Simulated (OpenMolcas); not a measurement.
## Worked example: vertical ionisation energy of BGeNH6 (SMILES B[NH][GeH3])

BGeNH6: 9 atoms, total charge 0, spin state singlet. As SMILES, `B[NH][GeH3]`. The coordinates come from a PBE0-D4/def2-TZVP relaxation.

Both states at this one shape; open shells run unrestricted unless said. 1 Eh = 27.2114 eV.

| level | program | singlet BGeNH6 (Eh) | doublet [BGeNH6]+ (Eh) | HOMO of the first (eV) |
| --- | --- | --- | --- | --- |
| HF/STO-3G | OpenMolcas | -2133.420870 | -2133.164765 | -9.16 |
| PBE0/6-31G* (spherical functions) | OpenMolcas | -2159.574054 | -2159.196485 | -8.12 |

Problem. Work out the vertical ionisation energy at each level.

Solution. 
1. HF/STO-3G: -2133.164765 − (-2133.420870) = 0.256105 Eh = 6.97 eV; −ε(HOMO) = 9.16 eV.
2. PBE0/6-31G* (spherical functions): -2159.196485 − (-2159.574054) = 0.377569 Eh = 10.27 eV; −ε(HOMO) = 8.12 eV.

No measured value is set beside it here; the levels span 6.97 to 10.27 eV. In Hartree–Fock, −ε(HOMO) (Koopmans) exceeds the difference of totals by the orbital relaxation of the ion. Hartree–Fock favours the state with fewer electron pairs, since it lacks pair correlation. Minimal sets are far from the basis-set limit. All-electron rows are non-relativistic unless named.
